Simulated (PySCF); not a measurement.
Bonds (- single, = double, # triple, : aromatic): C1-C2, C2:C3, C3:C4, C4:C5, C5-F6, C5:C7, C7:C8, C8-C9, C9=O10, C9-Cl11, C8:C2. C1 carries H12, H13, H14; C3 carries H15; C4 carries H16; C7 carries H17.

No solvent, non-relativistic Hamiltonian, averaged over atoms made equivalent by symmetry, fast rotation or ring inversion, one computed conformer. Structure optimised with GFN2-xTB; σ from GIAO-PBE0/pcSseg-1; PySCF 2.14.

Shifts are taken against calculated references (same method and geometry level): TMS for 13C (σref 186.93), 1H (σref 31.72); 19F (σref 170.95) vs CFCl3; H2O for 17O (σref 336.08); HCl for 35Cl (σref 949.78).

```json
{"atoms": "F6", "nucleus": "19F", "count": "1", "δ (ppm)": "-117.8"}
{"atoms": "H12/H13/H14", "nucleus": "1H", "count": "3", "δ (ppm)": "2.77"}
{"atoms": "C4", "nucleus": "13C", "count": "1", "δ (ppm)": "128.9"}
{"atoms": "C9", "nucleus": "13C", "count": "1", "δ (ppm)": "?"}
{"atoms": "H16", "nucleus": "1H", "count": "1", "δ (ppm)": "7.55"}
{"atoms": "H17", "nucleus": "1H", "count": "1", "δ (ppm)": "8.58"}
{"atoms": "C3", "nucleus": "13C", "count": "1", "δ (ppm)": "138.3"}
{"atoms": "C1", "nucleus": "13C", "count": "1", "δ (ppm)": "?"}
{"atoms": "C8", "nucleus": "13C", "count": "1", "δ (ppm)": "135.2"}
{"atoms": "C2", "nucleus": "13C", "count": "1", "δ (ppm)": "147.4"}
{"atoms": "C7", "nucleus": "13C", "count": "1", "δ (ppm)": "?"}
{"atoms": "H15", "nucleus": "1H", "count": "1", "δ (ppm)": "?"}
{"atoms": "C5", "nucleus": "13C", "count": "1", "δ (ppm)": "170.5"}
{"atoms": "O10", "nucleus": "17O", "count": "1", "δ (ppm)": "?"}
{"atoms": "Cl11", "nucleus": "35Cl", "count": "1", "δ (ppm)": "435"}
```

Complete the table.

## Answers


- C9: 176.1 ppm, carbonyl carbon
- C7: 129.9 ppm, aromatic CH; the aromatic region
- C1: 26.4 ppm, methyl carbon on an aromatic ring; aliphatic region, no heteroatom directly attached
- H15: 7.57 ppm, hydrogen on an aromatic CH; it sits in the deshielding region of the aromatic ring current
- O10: 591.5 ppm, carbonyl oxygen

Carbons that carry Cl, above all several Cl atoms, come out too deshielded, partly because spin–orbit coupling is missing. Shifts are as computed. Against solution values, carbons near 30 ppm lie about +3 ppm off and those near 130 ppm about +5 ppm; carbons on Cl a further +6 ppm. Of 1211 compounds with measured shifts, 218 miss one by over three times the rms of a fit or turn the order of signals round; such compounds aren't used in these exercises. Unscaled 19F shifts against computed CFCl3 carry errors that often reach 10 to 50 ppm. Unscaled 17O shifts of doubly bonded oxygen tend to come out too high, by tens of ppm or more. Experimental scales use liquid or dissolved standards, which lie at an offset from isolated H2O (liquid H2O: subtract about 36 ppm).
